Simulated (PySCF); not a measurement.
Compound: methyl 3-methyl-2-furoate, C7H8O3.
Bonds: C1–O2, O2–C3, C3–O4 (double), C3–C5, C5–O6 (aromatic), O6–C7 (aromatic), C7–C8 (aromatic), C8–C9 (aromatic), C9–C10, C5–C9 (aromatic). Hydrogens: H11, H12, H13 on C1; H14 on C7; H15 on C8; H16, H17, H18 on C10.

Computed with PySCF 2.14.0, PBE0-D3(BJ)/def2-SVP geometry optimisation, gas phase.

**Question.** Give the optimised bond lengths and angles.

**Answer.** 
```json
{"bond": "C1–O2", "length (bohr)": "2.674"}
{"bond": "O2–C3", "length (bohr)": "2.524"}
{"bond": "C3=O4", "length (bohr)": "2.286"}
{"bond": "C3–C5", "length (bohr)": "2.757"}
{"bond": "C5–O6", "length (bohr)": "2.562"}
{"bond": "O6–C7", "length (bohr)": "2.526"}
{"bond": "C7–C8", "length (bohr)": "2.584"}
{"bond": "C8–C9", "length (bohr)": "2.697"}
{"bond": "C9–C10", "length (bohr)": "2.815"}
{"bond": "C5–C9", "length (bohr)": "2.604"}
{"bond": "C1–H11, C1–H12, C1–H13", "length (bohr)": "2.076"}
{"bond": "C7–H14", "length (bohr)": "2.055"}
{"bond": "C8–H15", "length (bohr)": "2.056"}
{"bond": "C10–H16, C10–H17, C10–H18", "length (bohr)": "2.077"}
```

Bonds in one row agree within 0.02 bohr and their mean is given. A selection of angles:
```json
{"angle": "C1–O2–C3", "degrees": "115.5"}
{"angle": "O2–C3–O4", "degrees": "123.9"}
{"angle": "O2–C3–C5", "degrees": "112.8"}
{"angle": "O4–C3–C5", "degrees": "123.2"}
{"angle": "C3–C5–O6", "degrees": "120.1"}
{"angle": "C3–C5–C9", "degrees": "129.3"}
{"angle": "O6–C5–C9", "degrees": "110.6"}
{"angle": "C5–O6–C7", "degrees": "107.3"}
{"angle": "O6–C7–C8", "degrees": "110.8"}
{"angle": "C7–C8–C9", "degrees": "106.4"}
{"angle": "C8–C9–C10", "degrees": "127.6"}
{"angle": "C5–C9–C8", "degrees": "104.9"}
{"angle": "C5–C9–C10", "degrees": "127.5"}
```

Torsions: C1–O2–C3–O4 0° (synperiplanar); O2–C3–C5–O6 0° (synperiplanar).

O2 (ester single-bonded oxygen) is bent (angle 115.5°). The 10 heavy atoms lie in one plane (0.001 Å rms). Of the pairs four or more bonds apart, O4···C10 is among the closest relative to their van der Waals radii: 3.05 Å, 95 % of the sum of Bondi's values. The 5-membered ring C5–O6–C7–C8–C9 has internal angles of 104.9° to 110.8° (sum 540°, against 540° for a flat polygon); it is planar, 0.00 Å rms from its mean plane, widest ring torsion 0°. O6 (furan-type oxygen) is bent (angle 107.3°). The 5 C–O bonds span 1.209 Å (C3=O4, drawn double) to 1.415 Å (C1–O2, drawn single), a spread of 0.206 Å. The 5 C–C bonds span 1.367 Å (C7–C8, aromatic) to 1.490 Å (C9–C10, drawn single), a spread of 0.123 Å.

Point group: Cs (every atom within 0.08 Å of its image). No PBE0-D3(BJ)/def2-SVP frequencies stand behind this structure, so it isn't proved a minimum. One conformer, not necessarily the lowest.
